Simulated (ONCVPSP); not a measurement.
**Configuration tests for nickel (ONCV)**

ONCVPSP 4.0.1 input, shortened (lines: element, Z, core and valence counts, functional; n l f; lmax; l rc ep ncon nbas qcut; lloc lpopt rc5 dvloc0; l nproj debl; icmod fcfact rcfact), PBE, scalar-relativistic:

```
  Ni 28.00    5    2        4      upf
    1    0    2.00
    2    0    2.00
    2    1    6.00
    3    0    2.00
    3    1    6.00
    3    2    9.00
    4    0    1.00
    2
    0    2.35    0.00    3    7    3.40
    1    1.85    0.08    4    7    4.60
    2    1.05    0.00    3    7   15.50
    4    4    0.85    0.00
    0    2    0.40
    1    2    3.10
    2    1    2.60
    1    0.75    0.00
```

Energies are relative to the spin-unpolarised reference configuration 3d9 4s1; without spin polarisation the order of configurations can differ from experiment.

```
valence configuration  charge  ΔE all-electron (eV)  error AE − PS (meV)
              3d8 4s2       0                 1.597                 -101
              3d8 4s0      +2                28.270                  -61
```

(1) What are ΔE and the potential's error for 3d8 4s1.5?

(2) What are ΔE and the potential's error for 3d8 4s1?

Note: ghosts flagged at negative energy: s at -68.3 eV, p at -20.9 eV; GHOST(+) flagged for p at 180.7 eV. A true bound ghost makes a file unfit for plane-wave use.

Results:

(1) ΔE = 5.314 eV all-electron; the error (AE − PS) is -78 meV.

(2) ΔE = 10.919 eV all-electron; the error (AE − PS) is -63 meV.
